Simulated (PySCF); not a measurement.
A small calculation by hand: chemical shift, span and skew from a shielding tensor

SiFCl3, SMILES Cl[Si](F)(Cl)Cl. Atoms are numbered in the order given.

```xyz
5

F      0.0000     0.0000     1.8522
Si     0.0000     0.0000     0.2454
Cl     1.6756     0.9674    -0.3942
Cl    -1.6756     0.9674    -0.3942
Cl     0.0000    -1.9348    -0.3942
```
Charge 0, spin multiplicity 1.

Geometry optimised at B3LYP-D3(BJ)/def2-SVP.

GIAO shieldings from KT2/pcSseg-1 (PySCF), non-relativistic, no solvent. The symmetric part of the tensor of Si2 has the principal values 357.2, 371.0, 371.0 ppm. The same nucleus in TMS has σ = 361.9 ppm at this level (PySCF, at its B3LYP-D3(BJ)/def2-TZVP geometry). Without spin–orbit terms, shifts of atoms bonded to Cl or Br come out too high.

Task: Work out the isotropic shielding, the ²⁹Si shift against TMS, the span and the skew.

Result: 
σ(iso) = (σ11 + σ22 + σ33)/3 = 366.4 ppm. δ = σ(ref) − σ(iso) = 361.9 − (366.4) = -4.5 ppm.
Span Ω = σ33 − σ11 = 13.8 ppm. Skew κ = 3(σ(iso) − σ22)/Ω = -1.00, an axial tensor. Tumbling in solution averages the tensor to δ; in a static solid the shielding alone would spread this spin-1/2 line over Ω.
